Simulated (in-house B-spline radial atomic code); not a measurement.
## LDA VWN5 excitations of Lu IV (Lu3+)

Method: LDA VWN5. Computed with a B-spline radial code for spherical atoms: linear response of the closed shell [Xe] 4f14 with the functional's adiabatic kernel; scalar-relativistic (spin-free one-electron X2C), finite nucleus, no spin-orbit coupling, no double excitations, S, P, D and F terms only; shells from n = 3 respond. Only terms of natural parity with L up to 3 were computed.

Spin-orbit coupling is strong here, so these LS terms don't match observed levels.

Command:
```bash
python run_td.py task.json out
```
Settings (radii: box in bohr, nucleus in fm):
```
Z                        71
electrons                68
configuration            [Xe] 4f14
hamiltonian              x2c
method                   lda,vwn
box_radius               23.08
rms_radius               5.37
intervals                71
```

Cost of the run: 6.4 s on 1 thread of Arm Neoverse N1, on a shared host.

The lowest states, in the order of their Tamm-Dancoff energies; the method's threshold (minus the highest occupied level) is 36.56 eV. Labels give the largest channel, * marks a mixed state, and oscillator strengths are full-response dipole values. Semilocal kernels can invert the small singlet-triplet splittings of Rydberg terms. Energies in eV:

| state | full response | Tamm-Dancoff | oscillator strength |
| --- | --- | --- | --- |
| 4f → 5d 3P | 10.777 | 10.809 | - |
| 4f → 5d 3F | 11.057 | 11.066 | - |
| 4f → 5d 1F | ? | ? | - |
| 4f → 6s 3F | 12.024 | 12.026 | - |
| 4f → 6s 1F | 12.144 | 12.149 | - |
| 4f → 5d 1P | 12.775 | 13.163 | 0.173 |
| 4f → 6p 3D | ? | ? | - |
| 4f → 6p 1D | 18.703 | 18.715 | - |
| 4f → 7s 3F | 25.484 | 25.484 | - |
| 4f → 7s 1F | 25.510 | 25.510 | - |
| 4f → 6d 3P | 26.015 | 26.020 | - |
| 4f → 6d 3F | 26.067 | 26.068 | - |
| 4f → 6d 1F | 26.137 | 26.139 | - |
| 4f → 6d 1P | 26.293 | 26.330 | 0.00128 |
| 4f → 7p 3D | 27.616 | 27.617 | - |
| 4f → 7p 1D | 27.677 | 27.680 | - |

Task: Where does 4f → 5d 1F lie?

Result: At 11.504 eV in full response, 11.519 eV in Tamm-Dancoff.

Task: Where does 4f → 6p 3D lie?

Result: At 18.497 eV in full response, 18.499 eV in Tamm-Dancoff.

Task: How large is the singlet-triplet splitting of 4f → 5d (F terms) in Tamm-Dancoff?

Result: 0.453 eV, from the unrounded values.

Task: What polarisabilities and dispersion coefficient does the method give?

Result: Dipole 4.507 bohr³, quadrupole 8.379 bohr⁵, C6 22.15 hartree·bohr⁶ for two such species.
